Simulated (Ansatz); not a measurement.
# Relative energies of TaN2H4OF isomers

2 of its isomers, all singlets with charge 0: A = `[NH2][Ta]([NH2])(=[O])[F]`; B = `[NH]=[Ta]([NH2])([OH])[F]`.

Shapes, held fixed at every level: PBE0-D4/def2-TZVP. Flexible molecules stand in one conformer, not always the lowest. Programs: Ansatz 0.2.0.

Electronic energies in kJ/mol, without zero-point or thermal terms.

```tsv
level	kind	B − A
SPW92/def2-TZVPP	LDA	+54.2
PBE-D4/def2-TZVPP	GGA	+60.3
r2SCAN-D4/def2-TZVPP	meta-GGA	+59.2
PBE0-D4/def2-TZVPP	global hybrid	+54.6
wB97X-V/def2-TZVPP	range-separated hybrid	+56.5
CCSD/def2-TZVPP	coupled cluster or CI	+50.9
CCSD(T)/def2-TZVPP	coupled cluster or CI	+54.0
```

The highest level, CCSD(T)/def2-TZVPP, puts A lowest of these. All levels agree on that. The B − A difference spans +50.9 to +60.3 kJ/mol over the levels. For atoms past krypton def2 sets carry core potentials with scalar relativity. Correlated rows may include outer-core shells of Ta, which these sets cover unevenly.
